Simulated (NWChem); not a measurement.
C$_{3}$H$_{6}$OSi; SMILES C1[SiH2]CC1=O

```xyz
11

O      0.5070    -2.0954     0.0000
C      0.0335    -0.9835     0.0000
C     -0.2119    -0.0561    -1.2078
Si     0.1389     1.3898     0.0000
C     -0.2119    -0.0561     1.2078
H      0.3847    -0.2928    -2.0909
H     -1.2757    -0.0594    -1.4834
H     -0.8085     2.5340     0.0000
H      1.5416     1.8749     0.0000
H     -1.2757    -0.0594     1.4834
H      0.3847    -0.2928     2.0909
```
Atoms are numbered in this order, from 1.

Computed with NWChem. Pople sets run with spherical d functions. Coordinates come from a B3LYP/6-31G* (spherical d) optimisation. Level: B3LYP/6-31G* with SMD (1 M gas to 1 M solution), gas-phase geometry. Reactions with the solvent are ignored.

Task: Estimate the computed values for solvent water. Quantities: solvation free energy (kcal/mol); cavity-dispersion-structure term (kcal/mol); dipole in solution (D).

Result: 
* **solvation free energy (kcal/mol)**: -2.8
* **cavity-dispersion-structure term (kcal/mol)**: 3.9
* **dipole in solution (D)**: 3.85
